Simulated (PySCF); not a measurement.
Species: SiHMe2(NCO), C3H7NOSi.
Geometry (PBE0-D3(BJ)/def2-SVP, Å), atoms numbered from 1 in this order:
```xyz
13
C3H7NOSi angstrom
Si     0.013    0.008    0.555
H     -0.040   -0.110    2.043
C      1.787    0.072   -0.028
H      2.334   -0.831    0.282
H      2.304    0.948    0.396
H      1.834    0.143   -1.125
C     -0.974    1.489   -0.016
H     -2.020    1.416    0.315
H     -0.966    1.559   -1.115
H     -0.549    2.420    0.392
N     -0.723   -1.422   -0.095
C     -1.235   -2.396   -0.562
O     -1.735   -3.349   -1.020
```

The closed-shell ground state was solved at several levels (PySCF, density fitting, gas phase, non-relativistic).

```csv
level,basis functions,total energy (Eh),HOMO (eV),LUMO (eV),gap (eV),dipole (D)
PBE0/pcSseg-1,144,-537.6274,-8.30,0.97,9.27,2.99
B3LYP/pcSseg-1,144,-538.0677,-8.06,0.71,8.77,2.97
```

Question: What might B3LYP/def2-SVPD (183 basis functions) give for the same quantities?

Answer: Total energy -537.8351 Eh, HOMO -8.11 eV, LUMO 0.04 eV, gap 8.15 eV, dipole 3.10 D.

Question: Over all these levels, which gives the widest orbital gap and which the narrowest?

Answer: PBE0/pcSseg-1 (global hybrid, 25 % exact exchange) has the widest, 9.27 eV, and B3LYP/def2-SVPD (global hybrid, 20 % exact exchange) the narrowest, 8.15 eV. Functional and basis both differ between the two, so the spread mixes both effects.

Question: How far do the dipole and the HOMO energy spread over the levels?

Answer: The dipole runs from 2.97 to 3.10 D (mean 3.02 D) and the HOMO from -8.30 to -8.06 eV.
